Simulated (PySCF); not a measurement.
# Electron correlation in Ge⁺ (germanium, charge +1)

[Ar] 3d10 4s2 4p1, 2P determinant. All numbers are calculated (PySCF 2.14, the spin-free X2C one-electron Hamiltonian (Gaussian nucleus), in x2c-TZVPPall with one added diffuse shell each of s, p, d type (7s6p5d1f, 57 functions)). Frozen: [Ne]; 21 electrons correlated.

| level | correlation energy (mhartree) |
| --- | --- |
| CCSD | -299.67 |
| (T) | -7.38 |
| CCSD(T) | -307.05 |

Diagnostics: T1 = 0.0081, D1 = 0.0289, largest double amplitude 0.086.

Q: Is a single reference adequate?

A: Mostly. T1 lies below 0.03, but a double amplitude of this size points to a near-degeneracy that CCSD handles and MP2 describes poorly.

This basis was not built for core-valence correlation, so the inner-shell part is incomplete.
